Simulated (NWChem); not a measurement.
Program: NWChem. System: H6OSi2, charge 1, spin multiplicity 2, displaced from the optimised geometry. The structure started from a generated list of species. Its SCF solution wasn't tested for a lower state.

The NWChem input:

```
start mol
memory heap 200 mb stack 800 mb global 1000 mb
charge 1
geometry units angstroms nocenter noautoz
  Si     0.056825    -1.720579     0.028474
  O      0.000000     0.000000    -0.133546
  Si    -0.056825     1.720579     0.028474
  H      0.751438    -2.290130    -1.188532
  H      0.570758    -2.091884     1.400330
  H     -1.483123    -1.922414    -0.076245
  H     -0.751438     2.290130    -1.188532
  H      1.483123     1.922414    -0.076245
  H     -0.570758     2.091884     1.400330
  symmetry group C2
end
basis spherical
  * library def2-svp
end
dft
  xc becke88 perdew86
  odft
  mult 2
  semidirect memsize 60000000 filesize 0
  iterations 100
  convergence nodiis damp 40
end
task dft gradient
```

The output up to the point where the run's verdict is printed (cleaned and shortened):

```
             Northwest Computational Chemistry Package (NWChem) 7.3.0
             --------------------------------------------------------

                                NWChem Input Module
                                -------------------

 Scaling coordinates for geometry "geometry" by  1.889725989
 (inverse scale =  0.529177249)

 Turning off AUTOSYM since
 SYMMETRY directive was detected!

                             Geometry "geometry" -> ""
                             -------------------------

 Output coordinates in angstroms (scale by  1.889725989 to convert to a.u.)

  No.       Tag          Charge          X              Y              Z
 ---- ---------------- ---------- -------------- -------------- --------------
    1 Si                  14.0000     0.05682500    -1.72057900     0.02847400
    2 O                    8.0000     0.00000000     0.00000000    -0.13354600
    3 Si                  14.0000    -0.05682500     1.72057900     0.02847400
    4 H                    1.0000     0.75143800    -2.29013000    -1.18853200
    5 H                    1.0000     0.57075800    -2.09188400     1.40033000
    6 H                    1.0000    -1.48312300    -1.92241400    -0.07624500
    7 H                    1.0000    -0.75143800     2.29013000    -1.18853200
    8 H                    1.0000     1.48312300     1.92241400    -0.07624500
    9 H                    1.0000    -0.57075800     2.09188400     1.40033000

 Effective nuclear repulsion energy (a.u.)     150.8252019124

            Nuclear Dipole moment (a.u.)
            ----------------------------
        X                 Y               Z
 ---------------- ---------------- ----------------
    -0.0000000000     0.0000000000     0.0000188973

      Symmetry information
      --------------------

 Group name             C2
 Group number              4
 Group order               2
 No. of unique centers     5

      Symmetry unique atoms

     1    2    4    5    6


 Summary of "ao basis" -> "" (spherical)
 ------------------------------------------------------------------------------
       Tag                 Description            Shells   Functions and Types
[...]
 d= 0,ls=0.5         73   -657.3066677816 -1.17D-04  1.02D-03              33.0
                                                     1.02D-03
 d= 0,ls=0.5         74   -657.3068249812 -1.57D-04  1.01D-03              33.5
                                                     1.00D-03
 d= 0,ls=0.5         75   -657.3069354717 -1.10D-04  9.91D-04              33.9
                                                     9.85D-04
 d= 0,ls=0.5         76   -657.3070822633 -1.47D-04  9.73D-04              34.3
                                                     9.69D-04
 d= 0,ls=0.5         77   -657.3071866589 -1.04D-04  9.58D-04              34.8
                                                     9.53D-04
 d= 0,ls=0.5         78   -657.3073236880 -1.37D-04  9.41D-04              35.2
                                                     9.37D-04
 d= 0,ls=0.5         79   -657.3074222432 -9.86D-05  9.26D-04              35.7
                                                     9.21D-04
 d= 0,ls=0.5         80   -657.3075501300 -1.28D-04  9.10D-04              36.2
                                                     9.06D-04
 d= 0,ls=0.5         81   -657.3076431095 -9.30D-05  8.95D-04              36.6
                                                     8.90D-04
 d= 0,ls=0.5         82   -657.3077624174 -1.19D-04  8.80D-04              37.0
                                                     8.76D-04
 d= 0,ls=0.5         83   -657.3078500878 -8.77D-05  8.65D-04              37.5
                                                     8.61D-04
 d= 0,ls=0.5         84   -657.3079613762 -1.11D-04  8.50D-04              37.9
                                                     8.46D-04
 d= 0,ls=0.5         85   -657.3080439710 -8.26D-05  8.36D-04              38.3
                                                     8.32D-04
 d= 0,ls=0.5         86   -657.3081477381 -1.04D-04  8.22D-04              38.8
                                                     8.18D-04
 d= 0,ls=0.5         87   -657.3082255804 -7.78D-05  8.08D-04              39.2
                                                     8.04D-04
 d= 0,ls=0.5         88   -657.3083222637 -9.67D-05  7.94D-04              39.7
                                                     7.91D-04
 d= 0,ls=0.5         89   -657.3083955394 -7.33D-05  7.81D-04              40.1
                                                     7.77D-04
 d= 0,ls=0.5         90   -657.3084856707 -9.01D-05  7.67D-04              40.6
                                                     7.64D-04
 d= 0,ls=0.5         91   -657.3085546183 -6.89D-05  7.55D-04              41.0
                                                     7.51D-04
 d= 0,ls=0.5         92   -657.3086385937 -8.40D-05  7.42D-04              41.5
                                                     7.38D-04
 d= 0,ls=0.5         93   -657.3087034293 -6.48D-05  7.29D-04              42.0
                                                     7.25D-04
 d= 0,ls=0.5         94   -657.3087816752 -7.82D-05  7.17D-04              42.4
                                                     7.13D-04
 d= 0,ls=0.5         95   -657.3088425995 -6.09D-05  7.05D-04              42.9
                                                     7.01D-04
 d= 0,ls=0.5         96   -657.3089155064 -7.29D-05  6.92D-04              43.4
                                                     6.89D-04
 d= 0,ls=0.5         97   -657.3089727299 -5.72D-05  6.81D-04              43.9
                                                     6.77D-04
 d= 0,ls=0.5         98   -657.3090406533 -6.79D-05  6.69D-04              44.2
                                                     6.66D-04
 d= 0,ls=0.5         99   -657.3090943782 -5.37D-05  6.58D-04              44.6
                                                     6.54D-04
 d= 0,ls=0.5        100   -657.3091576260 -6.32D-05  6.46D-04              45.1
                                                     6.43D-04
```

Convergence was not reached. The next line reads: Calculation failed to converge. NWChem stopped with the message: dft gradient failed.
